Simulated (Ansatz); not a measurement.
Geometry optimisation, RKS PBE0-D4/6-31G in Ansatz 0.2.0.

Input:

```yaml
crystal:
  periodic: [false, false, false]
  atoms:
    - { symbol: "N", position_ang: [0.8236, -1.7333, -1.4769] }
    - { symbol: Si, position_ang: [0.7313, -0.5173, -0.2533] }
    - { symbol: O, position_ang: [1.8027, 0.5671, -0.8621] }
    - { symbol: C, position_ang: [-0.8932, 0.1481, 0.0657] }
    - { symbol: O, position_ang: [-1.9206, -0.2487, -0.6151] }
    - { symbol: Si, position_ang: [-1.1487, 1.379, 1.4354] }
    - { symbol: H, position_ang: [0.1644, -1.364, -2.2143] }
    - { symbol: H, position_ang: [0.3635, -2.5123, -1.1373] }
    - { symbol: H, position_ang: [1.3244, -1.1551, 0.9741] }
    - { symbol: H, position_ang: [1.68333, 1.45751, -0.50347] }
    - { symbol: H, position_ang: [-0.3556, 0.9784, 2.651] }
    - { symbol: H, position_ang: [-0.6836, 2.7327, 1.0515] }
    - { symbol: H, position_ang: [-2.6024, 1.5156, 1.8968] }
basis:
  gaussian: { orbitals: "6-31G" }
hamiltonian:
  xc: pbe0
  dispersion: d4
relax:
  f_tol: 0.015
  max_steps: 40
```

Command:

```bash
$ ansatz run input.yaml --threads 1 --pin off --max-ram 2048MiB --backend cpu --events-out ev --progress --plain --runs-dir out
```

Task: Where does it end, and by what steps?

Result: The run converged. Limits of this set-up: no polarisation functions. After 19 steps the energy has fallen by 1.741 eV; H8 moved furthest, 1.17 Å.

```tsv
step	energy less start (eV)	largest force component (eV/Å)	accepted
0	0.0000	4.608	yes
1	-1.0196	2.214	yes
2	-1.2976	1.469	yes
3	-1.3491	2.045	yes
4	-1.4710	0.492	yes
5	-1.4750	0.517	yes
6	-1.5041	1.274	yes
7	-1.5654	0.355	yes
8	-1.6343	0.425	yes
9	-1.6838	0.385	yes
10	-1.6520	1.723	no
11	-1.7131	0.226	yes
12	-1.7268	0.148	yes
13	-1.7374	0.081	yes
14	-1.7384	0.040	yes
15	-1.7403	0.049	yes
16	-1.7405	0.053	yes
17	-1.7406	0.038	yes
18	-1.7406	0.021	yes
19	-1.7407	0.006	yes
```

```xyz
13
Properties=species:S:1:pos:R:3
N 0.522 -1.613 -1.544
Si 0.776 -0.715 -0.078
O 1.895 0.599 -0.104
C -0.987 0.083 0.182
O -1.925 -0.280 -0.550
Si -1.220 1.533 1.476
H -0.372 -1.523 -2.007
H 1.161 -2.271 -1.955
H 1.288 -1.518 1.074
H 1.961 1.231 -0.834
H -0.306 1.319 2.648
H -0.851 2.818 0.788
H -2.653 1.585 1.915
```

Run time: 5.1 min on 1 CPU thread of a shared host.
